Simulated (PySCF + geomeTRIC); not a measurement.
Species: [Ti(Cl)(OH)3] (charge 0, multiplicity 1).

Question: Give a relaxed geometry from BP86-D3(BJ)/def2-SVP in PySCF + geomeTRIC.

Answer: One answer among several that fit: the end point of this relaxation, one of several conformers.
Cartesian coordinates (Å) in one orientation:
```xyz
8

Ti    -0.122    -0.219     0.281
Cl     0.468    -2.340     0.671
O     -1.758    -0.176    -0.441
H     -2.013    -0.003    -1.366
O      1.045     0.522    -0.855
H      1.742     1.177    -0.667
O     -0.118     0.691     1.821
H     -0.870     1.023     2.344
```
